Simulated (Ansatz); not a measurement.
Method: Ansatz (a quantum-chemistry and plane-wave program) with frozen-core CCSD(T)/cc-pVTZ // PBE-D3(BJ)/def2-TZVP.

Ansatz 0.2 input:
```yaml
crystal:
  periodic: [false, false, false]
  atoms:
    - { symbol: N, position_ang: [-0.517414, 0.002965, 0.001693] }
    - { symbol: C, position_ang: [0.733957, -0.479269, -0.008] }
    - { symbol: O, position_ang: [1.788225, 0.099323, -0.004604] }
    - { symbol: H, position_ang: [-0.701474, 1.009956, 0.014138] }
    - { symbol: H, position_ang: [-1.303295, -0.632975, -0.003226] }
basis:
  gaussian: { orbitals: cc-pVTZ }
correlation:
  method: ccsd_t
magnetization:
  spin_polarized: true
  initial_magnetization: 1
```

Output:

```
Functional definition: HF
699 factors; integrals over basis functions are off by at most 1.2e-3 eV
mean field evaluation 1: about -4578.9044 eV, gradient 2.6e1 eV
mean field evaluation 2: about -4578.9081 eV, gradient 2.6e1 eV
mean field evaluation 4: about -4581.5892 eV, gradient 3.4e0 eV
mean field evaluation 8: about -4581.6830 eV, gradient 2.1e-1 eV
mean field evaluation 16: about -4581.6608 eV, gradient 1.4e0 eV
mean field -4581.68390608 eV, -168.3737779714 hartree, gradient 5.0e-6 eV, S^2 0.762617; 0 other end points of the search recorded, 0 dependent functions left out
3 core orbitals not correlated
reference -4581.68390608 eV, -168.3737779714 hartree; 9, 8 occupied and 106, 107 virtual orbitals, 699 factors
second order -15.64891002 eV of doubles, -0.00000000 eV of singles
cycle   1  -15.33931330 eV  change    3.1e-1 eV  update   1.1e-1
cycle   2  -15.77377600 eV  change   -4.3e-1 eV  update   3.5e-2
cycle   3  -15.89591023 eV  change   -1.2e-1 eV  update   2.1e-2
cycle   4  -15.88663349 eV  change    9.3e-3 eV  update   6.8e-3
cycle   5  -15.88305573 eV  change    3.6e-3 eV  update   3.5e-3
cycle   6  -15.88454202 eV  change   -1.5e-3 eV  update   1.5e-3
cycle   7  -15.88455490 eV  change   -1.3e-5 eV  update   7.3e-4
cycle   8  -15.88472507 eV  change   -1.7e-4 eV  update   2.6e-4
cycle   9  -15.88481693 eV  change   -9.2e-5 eV  update   1.1e-4
cycle  10  -15.88475821 eV  change    5.9e-5 eV  update   4.9e-5
cycle  11  -15.88477977 eV  change   -2.2e-5 eV  update   2.3e-5
cycle  12  -15.88478676 eV  change   -7.0e-6 eV  update   9.0e-6
perturbative correction -0.71291630 eV, -0.0261991908 hartree
Total energy: -4598.28160913 eV, -168.9837323085 hartree
```

Cost: about 60 core-seconds (a rough figure).
